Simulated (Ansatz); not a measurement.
`O[SiH](F)[SiH2][SiH3]` + `O[SiH]` → `[SiH]O[SiH3]` + `O[SiH](F)[SiH3]` at 500 K and 1 bar (cleavage of the Si–Si bond).

Calculated with Ansatz (gas phase, PBE0-D4/def2-TZVP geometries, no zero-point term in ΔE). CCSD(T)/CBS is the MP2 limit (def2-TZVPP, def2-QZVPP) plus CCSD(T) − MP2 in def2-TZVPP, frozen cores. This one scheme is used for every species. One conformer a species, not always the lowest.

```json
{"species": "`O[SiH](F)[SiH2][SiH3]`", "CCSD(T)/CBS energy (Eh)": "-1046.52114", "H − E (kJ/mol)": "240.0", "S (J/(mol·K))": "489.3"}
{"species": "`O[SiH]`", "CCSD(T)/CBS energy (Eh)": "-365.43832", "H − E (kJ/mol)": "75.8", "S (J/(mol·K))": "267.5"}
{"species": "`[SiH]O[SiH3]`", "CCSD(T)/CBS energy (Eh)": "-655.75389", "H − E (kJ/mol)": "130.2", "S (J/(mol·K))": "352.5"}
{"species": "`O[SiH](F)[SiH3]`", "CCSD(T)/CBS energy (Eh)": "-756.23815", "H − E (kJ/mol)": "178.6", "S (J/(mol·K))": "402.9"}
```

H − E and S are ideal-gas, rigid-rotor, harmonic terms from PBE0-D4/def2-TZVP, for one conformer and one mirror image of each species. 1 Eh = 2625.50 kJ/mol, R = 8.31446 J/(mol·K).

Q: By hand: ΔE, ΔH, ΔS and ΔG.

A: ΔE = (-655.75389) + (-756.23815) − (-1046.52114) − (-365.43832) = -0.03258 Eh = -85.5 kJ/mol. Δ(H − E) = 130.2 + 178.6 − 240.0 − 75.8 = -7.0, so ΔH = -92.5 kJ/mol. ΔS = 352.5 + 402.9 − 489.3 − 267.5 = -1.4 J/(mol·K). ΔG = -92.5 − 500 × (-1.4)/1000 = -91.8 kJ/mol.

Q: By hand: the equilibrium constant, and the temperature at which ΔG would vanish if ΔH and ΔS stayed fixed.

A: log₁₀ K = −ΔG/(RT ln 10) = 9.6. ΔG = 0 at ΔH/ΔS = 66071 K, far beyond where these terms or the molecules hold.

The number of gas molecules stays the same, so ΔS is small and ΔH decides. A doubt of 5 kJ/mol in ΔE shifts log₁₀ K by 0.5 here. Other conformers and mirror images would add mixing entropy, several J/(mol·K) or more a flexible species. Modes under 60 cm⁻¹, often nearly free rotors, make the harmonic entropy too high. These are equilibria of isolated gas molecules and say nothing of rates. Largest T1 diagnostic: 0.016 (customary marks: 0.02 for closed shells, 0.045 for open ones).
